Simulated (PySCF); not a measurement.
C$_{2}$H$_{5}$FO$_{2}$Si, singlet, at a GFN2-xTB geometry, with bond 1-2 at 1.25 times its length; PBE0/6-31G (PySCF).

The PySCF input:
```python
from pyscf import gto, scf, dft

mol = gto.Mole()
mol.atom = '''
    F     2.214350   -0.182250   -1.188155
    Si    0.856598   -0.218561    0.292319
    C    -0.224157    1.352583    0.330621
    O    -1.529676    0.785663    0.449002
    C    -1.604380   -0.416691   -0.243919
    O    -0.410032   -1.142468   -0.141648
    H     1.491241   -0.710590    1.488032
    H    -0.105188    2.021045    1.179255
    H    -0.149314    1.943218   -0.592536
    H    -2.418170   -0.999859    0.197741
    H    -1.807249   -0.249269   -1.315454
'''
mol.basis = '6-31g'
mol.charge = 0
mol.spin = 0
mol.verbose = 4
mol.build()

mf = dft.RKS(mol)
mf.xc = 'pbe0'
mf.kernel()
mo_i, mo_e, stable_i, stable_e = mf.stability(internal=True, external=True, return_status=True, nroots=6, tol=1e-6)
print('internally stable:', stable_i, ' externally stable:', stable_e)
if not stable_e:
    umf = mf.to_uhf() if not hasattr(mf, 'xc') else mf.to_uks()
    umf.scf_summary = {}
    umf.kernel(umf.make_rdm1(mo_e, umf.mo_occ))
mf.analyze()
```

What the program printed (banner, timings and long lists left out):

```
PySCF version 2.14.0

[INPUT] verbose = 4
[INPUT] num. atoms = 11
[INPUT] num. electrons = 56
[INPUT] charge = 0
[INPUT] spin (= nelec alpha-beta = 2S) = 0
[INPUT] symmetry False subgroup None
[INPUT] Mole.unit = angstrom
[INPUT] Symbol           X                Y                Z      unit          X                Y                Z       unit  Magmom
[INPUT]  1 F      2.214350000000  -0.182250000000  -1.188155000000 AA    4.184515043931  -0.344402586202  -2.245287543533 Bohr   0.0
[INPUT]  2 Si     0.856598000000  -0.218561000000   0.292319000000 AA    1.618735618850  -0.413020431511   0.552402851007 Bohr   0.0
[INPUT]  3 C     -0.224157000000   1.352583000000   0.330621000000 AA   -0.423595338904   2.556011430743   0.624783141030 Bohr   0.0
[INPUT]  4 O     -1.529676000000   0.785663000000   0.449002000000 AA   -2.890668699320   1.484687896204   0.848490809382 Bohr   0.0
[INPUT]  5 C     -1.604380000000  -0.416691000000  -0.243919000000 AA   -3.031838799730  -0.787431868571  -0.460940106578 Bohr   0.0
[INPUT]  6 O     -0.410032000000  -1.142468000000  -0.141648000000 AA   -0.774848182308  -2.158951626080  -0.267675926092 Bohr   0.0
[INPUT]  7 H      1.491241000000  -0.710590000000   1.488032000000 AA    2.818037075723  -1.342820486855   2.811972944589 Bohr   0.0
[INPUT]  8 H     -0.105188000000   2.021045000000   1.179255000000 AA   -0.198776511591   3.819221535422   2.228468981024 Bohr   0.0
[INPUT]  9 H     -0.149314000000   1.943218000000  -0.592536000000 AA   -0.282162566563   3.672149820325  -1.119730758945 Bohr   0.0
[INPUT] 10 H     -2.418170000000  -0.999859000000   0.197741000000 AA   -4.569679022639  -1.889459673181   0.373676333598 Bohr   0.0
[INPUT] 11 H     -1.807249000000  -0.249269000000  -1.315454000000 AA   -3.415205648894  -0.471050141344  -2.485847789464 Bohr   0.0

nuclear repulsion = 317.777256083162
number of shells = 42
number of NR pGTOs = 176
number of NR cGTOs = 68
basis = 6-31g
ecp = {}

******** <class 'pyscf.dft.rks.RKS'> ********
method = RKS
initial guess = minao
damping factor = 0
level_shift factor = 0
DIIS = <class 'pyscf.scf.diis.CDIIS'>
diis_start_cycle = 1
diis_space = 8
diis_damp = 0
SCF conv_tol = 1e-09
SCF conv_tol_grad = None
SCF max_cycles = 50
direct_scf = True
direct_scf_tol = 1e-13
XC library pyscf.dft.libxc version 7.1.2
    S. Lehtola, C. Steigemann, M. J. T. Oliveira, and M. A. L. Marques,  SoftwareX 7, 1–5 (2018)
XC functionals = pbe0
    C. Adamo and V. Barone,  J. Chem. Phys. 110, 6158 (1999)
    M. Ernzerhof and G. E. Scuseria,  J. Chem. Phys. 110, 5029 (1999)
radial grids:
    Treutler-Ahlrichs [JCP 102, 346 (1995); DOI:10.1063/1.469408] (M4) radial grids

becke partition: Becke, JCP 88, 2547 (1988); DOI:10.1063/1.454033
pruning grids: <function nwchem_prune>
grids dens level: 3
symmetrized grids: False
atomic radii adjust function: <function treutler_atomic_radii_adjust>
small_rho_cutoff = 0
Set gradient conv threshold to 3.16228e-05
Initial guess from minao.
tot grids = 138888
init E= -619.114082117486
cycle= 1 E= -618.187563201072  delta_E= 0.927  |g|= 0.99  |ddm|=  3.1
cycle= 2 E= -617.63140571961  delta_E= 0.556  |g|= 1.99  |ddm|= 2.92
cycle= 3 E= -618.373554900112  delta_E= -0.742  |g|= 0.314  |ddm|= 2.15
cycle= 4 E= -618.391844809869  delta_E= -0.0183  |g|= 0.0892  |ddm|= 0.34
cycle= 5 E= -618.393098074105  delta_E= -0.00125  |g|= 0.0232  |ddm|= 0.0703
cycle= 6 E= -618.393213183952  delta_E= -0.000115  |g|= 0.00806  |ddm|= 0.0244
cycle= 7 E= -618.393224886895  delta_E= -1.17e-05  |g|= 0.00264  |ddm|= 0.00808
cycle= 8 E= -618.393226326633  delta_E= -1.44e-06  |g|= 0.000369  |ddm|= 0.00273
cycle= 9 E= -618.393226364847  delta_E= -3.82e-08  |g|= 0.000104  |ddm|= 0.000601
cycle= 10 E= -618.393226367737  delta_E= -2.89e-09  |g|= 2.32e-05  |ddm|= 0.000128
cycle= 11 E= -618.393226367871  delta_E= -1.33e-10  |g|= 9.31e-06  |ddm|= 3.19e-05
Extra cycle  E= -618.393226367872  delta_E= -7.96e-13  |g|= 9.89e-06  |ddm|= 2.42e-05
converged SCF energy = -618.393226367872
rhf_internal: lowest eigs of H = [0.89833451 0.96186262 1.00353767 1.06139085 1.08900436 1.15251212]
<class 'pyscf.dft.rks.RKS'> wavefunction is stable in the internal stability analysis
rhf_real2complex: lowest eigs of H = [0.21524123 0.22182807 0.22776085 0.24535603 0.26413233 0.27445604]
<class 'pyscf.dft.rks.RKS'> wavefunction is stable in the real -> complex stability analysis
rhf_external: lowest eigs of H = [0.17719053 0.19198588 0.19802868 0.20952734 0.22195046 0.25132713]
<class 'pyscf.dft.rks.RKS'> wavefunction is stable in the RHF/RKS -> UHF/UKS stability analysis
internally stable: True  externally stable: True
**** SCF Summaries ****
Total Energy =                        -618.393226367871648
Nuclear Repulsion Energy =             317.777256083161546
One-electron Energy =                -1484.604779812238348
Two-electron Energy =                  548.434297361205154
Two-electron Coulomb Energy =          609.319428057254527
DFT Exchange-Correlation Energy =      -60.885130696049387
**** MO energy ****
MO #1   energy= -66.3652830126644  occ= 2
MO #2   energy= -24.7172691064911  occ= 2
MO #3   energy= -19.2660310127676  occ= 2
MO #4   energy= -19.259028442249   occ= 2
MO #5   energy= -10.3520641962042  occ= 2
MO #6   energy= -10.3069113804893  occ= 2
MO #7   energy= -5.44562870311008  occ= 2
MO #8   energy= -3.7808338414251   occ= 2
MO #9   energy= -3.77851943049631  occ= 2
MO #10  energy= -3.77682921014005  occ= 2
MO #11  energy= -1.16340741016783  occ= 2
MO #12  energy= -1.10924912078992  occ= 2
MO #13  energy= -1.06915582937007  occ= 2
MO #14  energy= -0.788828182662649 occ= 2
MO #15  energy= -0.67646395689226  occ= 2
MO #16  energy= -0.603820975632682 occ= 2
MO #17  energy= -0.55394788015218  occ= 2
MO #18  energy= -0.539193764475283 occ= 2
MO #19  energy= -0.508283218256856 occ= 2
MO #20  energy= -0.462342739020319 occ= 2
MO #21  energy= -0.441282275549913 occ= 2
MO #22  energy= -0.420867452582145 occ= 2
MO #23  energy= -0.373436543401689 occ= 2
MO #24  energy= -0.371829576503671 occ= 2
MO #25  energy= -0.35535478552422  occ= 2
MO #26  energy= -0.35141522984155  occ= 2
MO #27  energy= -0.323659283659811 occ= 2
MO #28  energy= -0.297635890922499 occ= 2
MO #29  energy= -0.03227805677123  occ= 0
MO #30  energy= 0.018872064166565  occ= 0
MO #31  energy= 0.0616484574721932 occ= 0
MO #32  energy= 0.0959257364864543 occ= 0
MO #33  energy= 0.113580338258997  occ= 0
MO #34  energy= 0.135214319898633  occ= 0
MO #35  energy= 0.147197063139576  occ= 0
MO #36  energy= 0.150675079769012  occ= 0
 ** Mulliken pop on meta-lowdin orthogonal AOs  **
 ** Mulliken pop  **
 ** Mulliken atomic charges  **
charge of    0F =     -0.46852
charge of    1Si =      1.00411
charge of    2C =     -0.26082
charge of    3O =     -0.36268
charge of    4C =      0.14339
charge of    5O =     -0.56642
charge of    6H =     -0.03761
charge of    7H =      0.15346
charge of    8H =      0.13427
charge of    9H =      0.14692
charge of   10H =      0.11390
Dipole moment(X, Y, Z, Debye): -1.25758,  1.43255,  2.07895
```
